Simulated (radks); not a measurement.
The numbers below are computed, except where a source is named.
Radial electron density D(r) = 4 pi r^2 rho(r) of an atom or ion with 15 electrons. Code: a radial shooting solver on a logarithmic mesh with Libxc functionals. Model: scalar-relativistic Kohn-Sham, Wu-Cohen GGA, spin-polarised, spherical densities, point nucleus.

```
   r/bohr * D(r) (the largest magnitude, 22.1, reaches the edge; | marks zero)
  0.00837 |       *
   0.0109 |           *
  0.01408 |                *
  0.01819 |                       *
  0.02349 |                                *
  0.03035 |                                         *
   0.0392 |                                                 *
  0.05063 |                                                      *
  0.06541 |                                                     *
  0.08449 |                                              *
   0.1091 |                                       *
    0.141 |                                    *
   0.1836 |                                          *
   0.2371 |                                                 *
   0.3063 |                                                 *
   0.3957 |                                    *
   0.5111 |                   *
   0.6603 |            *
   0.8529 |             *
    1.102 |            *
    1.423 |       *
    1.838 |  *
    2.394 | *
    3.092 |*
    3.994 *
     5.16 *
    6.665 *
```

What is the nuclear charge?

Answer. Z = 19. The innermost maximum, from 1s, lies near gamma/Z bohr with gamma = sqrt(1 - (Z/c)^2) = 0.990, here 0.0521 bohr (found: 0.0549), and its height grows with Z. The density is that of the potassium ion K4+ in [He] 2s2 2p5 3s2 3p3 4p1; the configuration itself is not fixed sharply by these data, and Z only to about a unit. D(r) has 3 maxima, at r = 0.0549, 0.267, 0.946 bohr, and minima at 0.135, 0.698 bohr, inside which lie 2.19, 9.38 electrons.
